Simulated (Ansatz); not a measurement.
Reaction (ligand exchange at the Al–S bond): `[OH][AlH][SH]` + `OCF` → `[OH][AlH][O]CF` + H₂S

Calculated with Ansatz (gas phase, PBE0-D4/def2-TZVP geometries, no zero-point term in ΔE). CCSD(T)/CBS is the MP2 limit (def2-TZVPP, def2-QZVPP) plus CCSD(T) − MP2 in def2-TZVPP, frozen cores. This one scheme is used for every species. Functionals use def2-TZVPP. B3LYP here is the variant with VWN-RPA as its local correlation; programs differ in this. HSE06 is defined as in plane-wave codes. Each species was taken in one conformer, which may not be the lowest.

`[OH][AlH][SH]`:

```xyz
6

O     1.008    0.154   -1.116
Al    0.527   -0.001    0.496
S    -1.572   -0.190    1.076
H     0.432    0.172   -1.877
H     1.635   -0.010    1.608
H    -2.029   -0.124   -0.186
```

`OCF`:

Cartesian coordinates in Å:
```
O -0.685 -0.037 -0.837
C 0.067 -0.154 0.302
F 0.168 1.057 0.958
H -0.192 0.466 -1.492
H 1.094 -0.482 0.104
H -0.451 -0.849 0.964
```

`[OH][AlH][O]CF`:

Z-matrix (Å, degrees):
```
C
F 1 1.394
O 1 1.353 2 110.9
H 1 1.096 2 106.2 3 120.9
H 1 1.096 2 106.2 3 -120.9
Al 3 1.702 1 135.5 2 -0.1
O 6 1.687 3 123.0 1 -0.1
H 6 1.563 3 116.5 1 180.0
H 7 0.957 6 120.9 3 0.1
```

H₂S:

Z-matrix (Å, degrees):
```
S
H 1 1.341
H 1 1.341 2 92.3
```

```tsv
level	ΔE (kJ/mol)	difference from CCSD(T)/CBS
PBE0-D4	-20.0	7.9
B3LYP-D4	-33.1	-5.2
PBE-QIDH	-23.3	4.6
BLYP	-31.2	-3.3
r2SCANh	-26.4	1.5
HSE06	-18.5	9.4
BHLYP	-33.8	-5.9
RPA@PBE/def2-TZVPP	-33.4	-5.5
HF/def2-SVP	-36.3	-8.4
MP2/def2-SVP	-36.7	-8.8
CCSD(T)/def2-SVP	-37.5	-9.6
HF/def2-TZVPP	-33.3	-5.4
CCSD(T)/def2-TZVPP	-30.5	-2.6
HF/def2-QZVPP	-34.9	-7.0
HF/CBS(def2)	-35.1	-7.2
MP2/CBS(def2)	-26.9	1.0
CCSD(T)/CBS	-27.9	0
```

Largest T1 diagnostic among the species: 0.013.

At CCSD(T), def2-SVP lies −9.6 kJ/mol from the extrapolated value and def2-TZVPP −2.6 kJ/mol. Leaving LDA and LC-ωPBE aside and taking each functional with its dispersion term where it has one, the values, not all of them listed here, spread over 17.8 kJ/mol, from CAM-B3LYP-D4 to HSE06-D4. LDA lies −6.0 kJ/mol from PBE without D4.
